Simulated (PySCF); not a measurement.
**C5H8FO2: g tensor and hyperfine couplings**

Compound: C5H8FO2 (doublet state).
Z-matrix (Å and degrees, GFN2-xTB geometry), rows numbered from 1:
```
C 
C   1  1.4699
O   2  1.4281  1  113.46
C   3  1.3744  2  113.72  1   -69.96
O   4  1.4354  3  114.31  2   -76.59
C   5  1.4290  4   92.64  3  -121.01
C   6  1.5291  5   91.05  4     5.19
F   7  1.3644  4  115.77  3  -121.90
H   1  1.0719  2  119.87  3   -24.31
H   1  1.0709  2  120.04  3   162.40
H   2  1.1006  1  111.27  3  -124.05
H   2  1.1035  1  111.58  3   116.28
H   4  1.1019  3  112.01  2    49.91
H   6  1.0928  5  111.53  4  -110.65
H   6  1.0908  5  112.26  4   124.44
H   7  1.0908  4  114.00  3     4.63
```

The hyperfine couplings belong to this conformer and change with its torsions.

The species is `[CH2]CO[C@@H]1OC[C@H]1F` [radical].

Theory: UKS B3LYP, pcH-1 on C F H O, non-relativistic, mean-field spin-orbit, GIAO in PySCF. The structure is a single GFN2-xTB conformer in the gas phase; no vibrational or solvent corrections. A GFN2-xTB geometry isn't a minimum of the functional, and hyperfine couplings can be far from their values at a DFT geometry. The SCF solution wasn't tested for stability.

```
g1, g2, g3                      : 2.00222, 2.00280, 2.00306
g_iso                           : 2.00269
Form of g                       : rhombic: the two nearest values differ by 31 % of g3 − g1
⟨S²⟩                            : 0.7536 (exact 0.7500)
α and β electrons               : 32, 31
HOMO–LUMO gap, α and β orbitals : 7.34, 5.44 eV
Basis functions                 : 280
```

Hyperfine couplings atom by atom, in G; T1 to T3 are the principal values of the dipolar part; ρ(0) is the spin density at the nucleus (MHz turned into gauss with g_iso; 10 G = 1 mT):

```json
{"atom": "C1", "isotope": "13C", "a_iso": "32.0", "T1": "-29.0", "T2": "-28.8", "T3": "57.8", "Mulliken spin population": "1.07", "ρ(0) (bohr⁻³)": "0.0797"}
{"atom": "C2", "isotope": "13C", "a_iso": "-12.9", "T1": "-1.1", "T2": "-0.2", "T3": "1.3", "Mulliken spin population": "-0.08", "ρ(0) (bohr⁻³)": "-0.0323"}
{"atom": "O3", "isotope": "17O", "a_iso": "-4.2", "T1": "-1.1", "T2": "0.4", "T3": "0.6", "Mulliken spin population": "0.00", "ρ(0) (bohr⁻³)": "0.0196"}
{"atom": "C4", "isotope": "13C", "a_iso": "0.5", "T1": "-0.7", "T2": "-0.1", "T3": "0.8", "Mulliken spin population": "0.01", "ρ(0) (bohr⁻³)": "0.0013"}
{"atom": "O5", "isotope": "17O", "a_iso": "-0.2", "T1": "-0.3", "T2": "0.1", "T3": "0.2", "Mulliken spin population": "0.00", "ρ(0) (bohr⁻³)": "0.0010"}
{"atom": "C6", "isotope": "13C", "a_iso": "0.0", "T1": "-0.1", "T2": "-0.1", "T3": "0.1", "Mulliken spin population": "0.00", "ρ(0) (bohr⁻³)": "0.0000"}
{"atom": "C7", "isotope": "13C", "a_iso": "-0.1", "T1": "-0.1", "T2": "-0.1", "T3": "0.2", "Mulliken spin population": "0.00", "ρ(0) (bohr⁻³)": "-0.0004"}
{"atom": "F8", "isotope": "19F", "a_iso": "0.8", "T1": "-0.4", "T2": "-0.2", "T3": "0.6", "Mulliken spin population": "0.00", "ρ(0) (bohr⁻³)": "0.0006"}
{"atom": "H9", "isotope": "1H", "a_iso": "-21.9", "T1": "-14.0", "T2": "-0.1", "T3": "14.1", "Mulliken spin population": "-0.04", "ρ(0) (bohr⁻³)": "-0.0137"}
{"atom": "H10", "isotope": "1H", "a_iso": "-22.6", "T1": "-14.0", "T2": "-0.2", "T3": "14.2", "Mulliken spin population": "-0.04", "ρ(0) (bohr⁻³)": "-0.0142"}
{"atom": "H11", "isotope": "1H", "a_iso": "24.4", "T1": "-2.0", "T2": "-1.6", "T3": "3.6", "Mulliken spin population": "0.03", "ρ(0) (bohr⁻³)": "0.0153"}
{"atom": "H12", "isotope": "1H", "a_iso": "55.9", "T1": "-2.4", "T2": "-0.7", "T3": "3.0", "Mulliken spin population": "0.06", "ρ(0) (bohr⁻³)": "0.0351"}
{"atom": "H13", "isotope": "1H", "a_iso": "0.4", "T1": "-2.1", "T2": "-1.2", "T3": "3.3", "Mulliken spin population": "0.00", "ρ(0) (bohr⁻³)": "0.0002"}
{"atom": "H14", "isotope": "1H", "a_iso": "0.0", "T1": "-0.2", "T2": "-0.2", "T3": "0.4", "Mulliken spin population": "0.00", "ρ(0) (bohr⁻³)": "0.0000"}
{"atom": "H15", "isotope": "1H", "a_iso": "0.0", "T1": "-0.2", "T2": "-0.2", "T3": "0.3", "Mulliken spin population": "0.00", "ρ(0) (bohr⁻³)": "0.0000"}
{"atom": "H16", "isotope": "1H", "a_iso": "0.4", "T1": "-0.3", "T2": "-0.2", "T3": "0.5", "Mulliken spin population": "0.00", "ρ(0) (bohr⁻³)": "0.0003"}
```

Largest spin populations (Mulliken): C1 (+1.07), C2 (-0.08) and H12 (+0.06). C1 is the only atom above +0.15. The positive populations add up to 1.17 and the negative ones to -0.17, together 2S = 1. The angles at C1 add up to 359.7°, so it is planar; its axial dipolar tensor and the negative couplings of its protons fit spin in a p orbital normal to that plane.

Axes: g2 points within 7° of the C1–C2 bond.

Under fast tumbling the dipolar parts average out, and these isotropic splittings remain: 1 × 1H (H12, I = 1/2, 2 lines) with 5.59 mT, 1 × 1H (H11, I = 1/2, 2 lines) with 2.44 mT, 2 × 1H (H9/H10, I = 1/2, 3 lines) with 2.22 mT, 1 × 19F (F8, I = 1/2, 2 lines) with 0.08 mT, 1 × 1H (H16, I = 1/2, 2 lines) with 0.04 mT and 1 × 1H (H13, I = 1/2, 2 lines) with 0.04 mT.

Class means assume fast exchange of nuclei equivalent by connectivity; if that motion is slow, each nucleus keeps its own coupling.

The 17O coupling of O3 (-11.9 MHz) shows only in satellite lines or after enrichment, since that isotope makes up about 0.038 % of natural oxygen.

The 13C coupling of C1 (89.7 MHz) shows only in satellite lines or after enrichment, since that isotope makes up about 1.07 % of natural carbon.

The spin density at the nucleus, in bohr⁻³, is negative for C2 (-0.0323) and H9/H10 (-0.0139), for instance. A restricted open-shell determinant has no negative spin density anywhere; here it arises because α and β orbitals differ (spin polarisation).
